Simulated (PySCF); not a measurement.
System (SMILES): [AlH] (AlH) (closed-shell singlet).
Geometry (B3LYP-D3(BJ)/def2-TZVP, fixed):
```xyz
2

Al     0.0000     0.0000    -0.1187
H      0.0000     0.0000     1.5432
```
Charge 0, spin multiplicity 1.

How fast the mean static polarisability converges with the basis for several methods (PySCF): deviation from each method's own reference, in %. References: HF 48.84 bohr³, the value in aug-cc-pV(5+d)Z; PBE 48.81 bohr³, the value in aug-cc-pV(5+d)Z; PBE0 48.05 bohr³, the value in aug-cc-pV(5+d)Z. All functions are spherical. Density fitting with generated auxiliary sets. No added dispersion term, no relativity. 

```tsv
basis	functions	HF	PBE	PBE0
def2-SVP	23	-17.1	-20.1	-18.0
pcseg-1	23	-15.2	-19.2	-17.1
cc-pV(D+d)Z	28	-18.1	-20.5	-18.6
aug-cc-pV(D+d)Z	41	-0.7	-1.3	-0.8
6-311++G(2d,2p)	45	-8.4	-9.2	-8.8
cc-pV(T+d)Z	53	-10.2	-11.4	-9.9
6-311++G(3df,3pd)	65	-2.7	-3.0	-2.6
def2-TZVPPD	65	-1.2	-1.9	-1.3
aug-pcseg-2	73	-0.1	-0.3	-0.3
cc-pV(Q+d)Z	94	-4.3	-5.6	-4.6
aug-cc-pV(Q+d)Z	135	0.0	-0.1	-0.1
aug-cc-pV(5+d)Z	216	0.0	0.0	0.0
```

Mean absolute deviation over 6-311++G(2d,2p), cc-pV(T+d)Z, 6-311++G(3df,3pd), def2-TZVPPD, aug-pcseg-2: HF 4.5, PBE0 4.6, PBE 5.2 %.
